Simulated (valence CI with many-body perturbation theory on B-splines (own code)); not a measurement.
# Energy levels of La LI

Method: valence CI with perturbative core correlation (CI+MBPT): five valence electrons over a frozen Dirac-Fock core [He], a basis of 11 s, 11 p, 10 d, 8 f, 5 g, 2 h functions for each j, with the one-electron correlation potential Σ1, the two-electron term Σ2, the three-electron term Σ3, Breit, model QED; selected CI, second order for the rest, scaled by the run's own slope (own B-spline code, finite nucleus).

No measured spectrum was set against this ion. As an estimate, large intervals hold to a few tenths of a per cent, small ones and those within an open d or f shell to about a per cent. Among the levels kept, up to 7200 cm⁻¹ of a level comes from second order outside the variational space, and about a tenth of that is noise between levels of different J, which matters for small intervals.

Levels 91 to 135 of 197, with energies above the lowest level, (2s^2 2p1/2^2 2p3/2) J=3/2. "Leading %" is the weight of the configuration and term that name the level; weights of strongly mixed levels are sums over their largest components and can fall short. In the jj column 3d3/2^4 stands for four electrons in 3d with j = 3/2. Lifetimes count E1, E2, E3, M1 and M2 decay at the calculated energies, and are blank where another channel may lead or the interval is too uncertain; long ones can be off by a factor of two.

| No. | Configuration | Term | J | E (eV) | Leading % | Second component | Lifetime | Leading jj |
| --- | --- | --- | --- | --- | --- | --- | --- | --- |
| 91 | 2s2 2p2 3p | 2P° | 1/2 | 6203.1 | 56 | 29 % 2s2 2p2 3p 2S° | 472 fs | 2s^2 2p3/2^2 3p3/2 (95 %) |
| 92 | 2s 2p3 3s | 4D° | 7/2 | 6215.1 | 41 | 37 % 2s2 2p2 3p 4D° | 88.7 fs | 2s^2 2p3/2^2 3p3/2 (58 %) |
| 93 | 2s 2p3 3s | 2D° | 5/2 | 6221.7 | 66 | 16 % 2s 2p3 3s 4D° | 15.6 fs | 2s 2p1/2 2p3/2^2 3s (84 %) |
| 94 | 2s 2p3 3p | 6P | 3/2 | 6236.3 | 39 | 20 % 2s 2p3 3p 4D | 17.0 fs | 2s 2p1/2 2p3/2^2 3p1/2 (98 %) |
| 95 | 2s2 2p2 3p | 2P° | 3/2 | 6236.9 | 57 | 12 % 2s2 2p2 3p 2D° | 109 fs | 2s^2 2p3/2^2 3p3/2 (88 %) |
| 96 | 2s 2p3 3s | 4P° | 1/2 | 6246.0 | 83 | 15 % 2s 2p3 3s 2P° | 22.5 fs | 2s 2p1/2 2p3/2^2 3s (99 %) |
| 97 | 2s 2p3 3p | 4F | 5/2 | 6246.5 | 29 | 22 % 2s 2p3 3p 4P | 8.23 fs | 2s 2p1/2 2p3/2^2 3p1/2 (98 %) |
| 98 | 2s2 2p2 3p | 2P° | 3/2 | 6250.0 | 41 | 13 % 2s 2p3 3s 4P° | 54.7 fs | 2s^2 2p3/2^2 3p3/2 (66 %) |
| 99 | 2s 2p3 3s | 2S° | 1/2 | 6266.7 | 50 | 41 % 2s 2p3 3s 4D° | 10.6 fs | 2s 2p1/2 2p3/2^2 3s (96 %) |
| 100 | 2s 2p3 3s | 4S° | 3/2 | 6267.8 | 38 | 24 % 2s 2p3 3s 4D° | 53.3 fs | 2s 2p1/2 2p3/2^2 3s (88 %) |
| 101 | 2s 2p3 3p | 2F | 7/2 | 6273.4 | 39 | 31 % 2s 2p3 3p 4F | 3.35 fs | 2s 2p1/2 2p3/2^2 3p1/2 (90 %) |
| 102 | 2s 2p3 3s | 2D° | 3/2 | 6276.4 | 65 | 9 % 2s 2p3 3s 4S° | 13.7 fs | 2s 2p1/2 2p3/2^2 3s (90 %) |
| 103 | 2s 2p3 3s | 2D° | 5/2 | 6277.5 | 81 | 12 % 2s 2p3 3s 4D° | 41.5 fs | 2s 2p1/2 2p3/2^2 3s (97 %) |
| 104 | 2s 2p3 3s | 4P° | 3/2 | 6279.8 | 32 | 20 % 2s 2p3 3s 2P° | 21.3 fs | 2s 2p1/2 2p3/2^2 3s (76 %) |
| 105 | 2s 2p3 3s | 2P° | 1/2 | 6289.9 | 90 | 5 % 2s 2p3 3s 4P° | 24.4 fs | 2s 2p1/2 2p3/2^2 3s (99 %) |
| 106 | 2s2 2p2 3d | 2D | 3/2 | 6290.5 | 32 | 23 % 2s2 2p2 3d 4P | 1.93 fs | 2s^2 2p3/2^2 3d3/2 (96 %) |
| 107 | 2s2 2p2 3d | 4D | 5/2 | 6291.8 | 25 | 19 % 2s2 2p2 3d 2F | 2.13 fs | 2s^2 2p3/2^2 3d3/2 (83 %) |
| 108 | 2s2 2p2 3d | 2P | 1/2 | 6294.2 | 41 | 37 % 2s2 2p2 3d 4P | 1.84 fs | 2s^2 2p3/2^2 3d3/2 (89 %) |
| 109 | 2s2 2p2 3d | 2F | 7/2 | 6298.1 | 34 | 25 % 2s2 2p2 3d 2G | 3.33 fs | 2s^2 2p3/2^2 3d3/2 (87 %) |
| 110 | 2s 2p3 3p | 4P | 5/2 | 6300.0 | 47 | 20 % 2s 2p3 3p 2D | 15.0 fs | 2s 2p1/2 2p3/2^2 3p1/2 (89 %) |
| 111 | 2s2 2p2 3d | 2F | 7/2 | 6311.5 | 53 | 35 % 2s2 2p2 3d 4D | 288 fs | 2s^2 2p3/2^2 3d5/2 (97 %) |
| 112 | 2s2 2p2 3d | 4F | 9/2 | 6312.6 | 61 | 37 % 2s2 2p2 3d 2G | 30.2 ps | 2s^2 2p3/2^2 3d5/2 (98 %) |
| 113 | 2s 2p3 3p | 4D | 1/2 | 6317.9 | 69 | 20 % 2s 2p3 3p 2P | 16.9 fs | 2s 2p1/2 2p3/2^2 3p1/2 (98 %) |
| 114 | 2s2 2p2 3d | 2P | 1/2 | 6324.4 | 46 | 30 % 2s2 2p2 3d 2S | 2.86 fs | 2s^2 2p3/2^2 3d5/2 (88 %) |
| 115 | 2s2 2p2 3d | 2D | 3/2 | 6329.8 | 35 | 26 % 2s2 2p2 3d 2P | 1.94 fs | 2s^2 2p3/2^2 3d3/2 (54 %) |
| 116 | 2s 2p3 3p | 4P | 1/2 | 6332.5 | 49 | 22 % 2s 2p3 3p 4D | 13.9 fs | 2s 2p1/2 2p3/2^2 3p1/2 (90 %) |
| 117 | 2s 2p3 3p | 4F | 3/2 | 6334.7 | 26 | 26 % 2s 2p3 3p 2P | 17.5 fs | 2s 2p1/2 2p3/2^2 3p1/2 (93 %) |
| 118 | 2s 2p3 3p | 2F | 5/2 | 6341.9 | 32 | 27 % 2s2 2p2 3d 2D | 3.50 fs | 2s 2p1/2 2p3/2^2 3p1/2 (53 %) |
| 119 | 2s2 2p2 3d | 2D | 5/2 | 6343.4 | 30 | 23 % 2s 2p3 3p 2F | 3.21 fs | 2s^2 2p3/2^2 3d5/2 (49 %) |
| 120 | 2s 2p3 3p | 4D | 3/2 | 6343.5 | 18 | 14 % 2s 2p3 3p 2D | 2.82 fs | 2s 2p1/2 2p3/2^2 3p1/2 (60 %) |
| 121 | 2s2 2p2 3d | 2D | 3/2 | 6352.4 | 49 | 9 % 2s 2p3 3p 4D | 2.31 fs | 2s^2 2p3/2^2 3d3/2 (44 %) |
| 122 | 2s 2p3 3p | 6P | 7/2 | 6362.0 | 48 | 30 % 2s 2p3 3p 4F | 81.3 fs | 2s 2p1/2 2p3/2^2 3p3/2 (98 %) |
| 123 | 2s 2p3 3p | 4P | 5/2 | 6363.8 | 34 | 25 % 2s 2p3 3p 4D | 12.7 fs | 2s 2p1/2 2p3/2^2 3p3/2 (96 %) |
| 124 | 2s2 2p2 3d | 2D | 5/2 | 6368.2 | 64 | 13 % 2s2 2p2 3d 2F | 2.08 fs | 2s^2 2p3/2^2 3d5/2 (95 %) |
| 125 | 2s 2p3 3p | 4P | 1/2 | 6368.6 | 49 | 15 % 2s 2p3 3p 2P | 8.33 fs | 2s 2p1/2 2p3/2^2 3p3/2 (55 %) |
| 126 | 2s 2p3 3p | 2P | 3/2 | 6371.8 | 41 | 24 % 2s 2p3 3p 2D | 10.8 fs | 2s 2p1/2 2p3/2^2 3p1/2 (98 %) |
| 127 | 2s 2p3 3p | 4P | 1/2 | 6375.7 | 51 | 12 % 2s 2p3 3p 2P | 9.32 fs | 2s 2p1/2 2p3/2^2 3p1/2 (57 %) |
| 128 | 2s 2p3 3p | 4P | 3/2 | 6392.4 | 48 | 23 % 2s 2p3 3p 2D | 6.15 fs | 2s 2p1/2 2p3/2^2 3p3/2 (97 %) |
| 129 | 2s 2p3 3p | 4F | 9/2 | 6399.4 | 99 |  | 1.34 ps | 2s 2p1/2 2p3/2^2 3p3/2 (99 %) |
| 130 | 2s 2p3 3p | 4D | 7/2 | 6400.6 | 64 | 35 % 2s 2p3 3p 2F | 15.4 fs | 2s 2p1/2 2p3/2^2 3p3/2 (99 %) |
| 131 | 2s 2p3 3p | 2P | 3/2 | 6407.8 | 63 | 16 % 2s 2p3 3p 4P | 6.50 fs | 2s 2p1/2 2p3/2^2 3p3/2 (95 %) |
| 132 | 2s 2p3 3p | 2D | 5/2 | 6425.3 | 58 | 23 % 2s 2p3 3p 4P | 5.94 fs | 2s 2p1/2 2p3/2^2 3p3/2 (97 %) |
| 133 | 2s 2p3 3d | 6D° | 3/2 | 6438.4 | 40 | 22 % 2s 2p3 3d 4D° | 13.1 fs | 2s 2p1/2 2p3/2^2 3d3/2 (98 %) |
| 134 | 2s 2p3 3d | 6D° | 1/2 | 6439.8 | 45 | 20 % 2s 2p3 3d 4D° | 12.2 fs | 2s 2p1/2 2p3/2^2 3d3/2 (98 %) |
| 135 | 2s 2p3 3d | 6D° | 5/2 | 6441.4 | 37 | 30 % 2s 2p3 3d 4F° | 8.77 fs | 2s 2p1/2 2p3/2^2 3d3/2 (93 %) |

Where two levels of one J and parity lie close, their mixing, g and order are uncertain.
